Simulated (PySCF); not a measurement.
A calculated (PW91, PySCF 2.14, x2c-QZVPPall, scalar relativity by spin-free X2C-1e) atom or ion has these occupied shells.

| shell | electrons | orbital energy (eV) | rms radius, mean of both spins (bohr) |
| --- | --- | --- | --- |
| 1s α | 1 | -10253.6 | 0.0561 |
| 1s β | 1 | -10253.5 | 0.0561 |
| 2s α | 1 | -1294.5 | 0.236 |
| 2s β | 1 | -1293.7 | 0.236 |
| 2p α | 3 | -1131.3 | 0.211 |
| 2p β | 3 | -1130.6 | 0.211 |
| 3s α | 1 | -179.63 | 0.695 |
| 3s β | 1 | -178.00 | 0.695 |
| 3p α | 3 | -130.23 | 0.728 |
| 3p β | 3 | -128.61 | 0.728 |
| 3d α | 5 | -49.854 | 0.854 |
| 3d β | 4 | -48.268 | 0.854 |
| 4s α | 1 | -30.449 | 2.09 |
| 4p α | 1 | -21.519 | 2.49 |

Q: Name the element and its charge.

A: Ga²⁺ (gallium, charge +2), in [Ar] 3d9 4s1 4p1, one real determinant (an excited configuration).
